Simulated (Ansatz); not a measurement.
Mulliken charges of Cl$_{2}$Ge$_{2}$H$_{4}$, SMILES `[Cl][GeH2][GeH2][Cl]` from ωB97M-V/def2-TZVPP in Ansatz (PBE0-D4/def2-TZVP geometry).

| atom | x (Å) | y (Å) | z (Å) | charge (e) |
| --- | --- | --- | --- | --- |
| Cl1 | -1.411 | 1.875 | -1.249 | -0.275 |
| Ge2 | -0.206 | 1.134 | 0.381 | 0.186 |
| Ge3 | 0.215 | -1.213 | -0.081 | 0.186 |
| Cl4 | 1.568 | -1.276 | -1.761 | -0.275 |
| H5 | -1.020 | 1.349 | 1.667 | 0.040 |
| H6 | 1.086 | 1.960 | 0.402 | 0.049 |
| H7 | -1.059 | -1.958 | -0.497 | 0.049 |
| H8 | 0.920 | -1.929 | 1.082 | 0.040 |

**Question.** By hand: the dipole of these point charges (1 e Å = 4.8032 D).

**Answer.** Σ q r = (-0.044, -0.203, 0.989) e Å, of length 1.011 e Å = 4.86 D.

**Question.** How does the dipole of the full density compare? (Best estimate.)

**Answer.** Ansatz gave: (-0.026, -0.117, 0.570) e Å, 2.80 D; the point charges give 1.74 times that, at 0° from its direction.

Point charges leave out the atoms' own dipoles, such as those of lone pairs, and Mulliken's split depends on the basis, so the two needn't agree.
